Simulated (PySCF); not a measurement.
## EPR parameters of C5H8NO

Species: C₅H₈NO (doublet state).
Numbering: `[CH:1]1[N:2]=[CH:3][CH2:4][CH2:5][CH2:6][O:7]1` (hydrogens: H8 on C1; H9 on C3; H10, H11 on C4; H12, H13 on C5; H14, H15 on C6)

Computed, not measured: UKS B3LYP, pcH-1 on C H N O, non-relativistic, mean-field spin-orbit, GIAO in PySCF. Isolated species at its GFN2-xTB geometry (one conformer only). A GFN2-xTB geometry isn't a minimum of the functional, and hyperfine couplings can be far from their values at a DFT geometry. No stability test was run, so a lower SCF solution isn't excluded.

```json
{"g1, g2, g3": "2.00234, 2.00276, 2.00311", "g_iso": "2.00274", "Form of g": "rhombic: the two nearest values differ by 45 % of g3 − g1", "⟨S²⟩": "0.7658 (exact 0.7500)", "HOMO–LUMO gap, α and β orbitals": "5.41, 5.21 eV", "Total energy": "-325.27921 Eh", "Basis functions": "255"}
```

Isotropic coupling and dipolar principal values T1 to T3, in MHz:

```tsv
atom	isotope	a_iso	T1	T2	T3	Mulliken spin population
C1	13C	52.1	-41.8	-39.7	81.5	0.45
N2	14N	-5.7	-12.3	4.9	7.4	-0.14
C3	13C	64.7	-55.9	-53.4	109.3	0.66
C4	13C	-20.0	-1.3	0.0	1.3	-0.05
C5	13C	4.5	-0.9	0.0	0.8	0.00
C6	13C	-3.8	-1.1	0.0	1.1	-0.01
O7	17O	-16.6	-40.2	19.4	20.8	0.08
H8	1H	-34.1	-18.8	-2.3	21.1	-0.03
H9	1H	-42.8	-25.7	-1.3	27.0	-0.03
H10	1H	62.4	-3.5	-3.2	6.7	0.02
H11	1H	75.4	-3.6	-2.3	5.9	0.03
H12	1H	-2.3	-1.5	-0.8	2.4	0.00
H13	1H	0.4	-2.9	-0.7	3.6	0.00
H14	1H	1.3	-2.1	-1.4	3.5	0.00
H15	1H	17.0	-3.3	-0.2	3.6	0.01
```

Largest spin populations (Mulliken): C3 (+0.66), C1 (+0.45), N2 (-0.14) and O7 (+0.08). The positive populations add up to 1.26 and the negative ones to -0.26, together 2S = 1. The angles at C3 add up to 360.0°, so it is planar; its axial dipolar tensor and the negative coupling of its proton fit spin in a p orbital normal to that plane.

C1, the radical centre as drawn in `[CH]1N=CCCCO1`, holds a spin population of +0.45 out of 1.

Under fast tumbling the dipolar parts average out, and these isotropic splittings remain: 2 × 1H (H10/H11, I = 1/2, 3 lines) with 2.46 mT, 1 × 1H (H9, I = 1/2, 2 lines) with 1.53 mT, 1 × 1H (H8, I = 1/2, 2 lines) with 1.22 mT, 2 × 1H (H14/H15, I = 1/2, 3 lines) with 0.33 mT, 1 × 14N (N2, I = 1, 3 lines) with 0.20 mT and 2 × 1H (H12/H13, I = 1/2, 3 lines) with 0.03 mT.

Nuclei that the bonding pattern makes equivalent are averaged, as if the motion that swaps them (rotation, inversion, ring flip) were fast. The 1H value of +9.1 MHz is a mean of couplings from 1.3 to 17.0 MHz in this one geometry, not an average over conformers. The 1H value of +68.9 MHz is a mean of couplings from 62.4 to 75.4 MHz in this one geometry, not an average over conformers.

The 17O coupling of O7 (-16.6 MHz) shows only in satellite lines or after enrichment, since that isotope makes up about 0.038 % of natural oxygen.

The 13C coupling of C3 (64.7 MHz) shows only in satellite lines or after enrichment, since that isotope makes up about 1.07 % of natural carbon.

β density exceeds α density at some nuclei, such as C4 (-0.0178), N2 (-0.0176) and H9 (-0.0096), spin density in bohr⁻³. In a single determinant that takes different orbitals for the two spins, that is spin polarisation.

Hardware: an Arm Neoverse V2 with one thread, shared host with 96 logical CPUs at a one-minute load of 60. Cost: 56 s wall (grids of density and orbitals included), 0.97 GiB resident at most.
